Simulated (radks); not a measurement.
Problem. The iron ion Fe3+, [Ar] 3d5. Calculated with a radial shooting solver on a logarithmic mesh with Libxc functionals: non-relativistic Kohn-Sham, LDA (Slater exchange, Perdew-Wang correlation), spin-polarised, spherical densities, point nucleus. Every spin shell is full or empty, so the densities are truly spherical. Functionals are evaluated on that one density, not self-consistently. Rank these orbital-free kinetic functionals by their error against the exact value of the orbitals, and give that value: Thomas-Fermi, von Weizsacker, TF + vW, TF + vW/9, TF + vW/5, LC94, APBEK, revAPBEK, Perdew 92, Thakkar, Pearson, LKT, PG1, DePristo-Kress, Ernzerhof.

Solution. Exact: 1257.70 hartree. From best to worst, with 100 (|E| - |E exact|)/|E exact| (equal figures are ties): LC94 -0.02, APBEK +0.08, DePristo-Kress -0.09, Ernzerhof -0.32, revAPBEK +0.35, Thakkar -0.41, Perdew 92 -0.75, TF + vW/9 -0.77, Pearson -1.32, TF + vW/5 +3.86, Thomas-Fermi -6.55, PG1 +20.00, LKT +25.09, TF + vW +45.53, von Weizsacker -47.92.
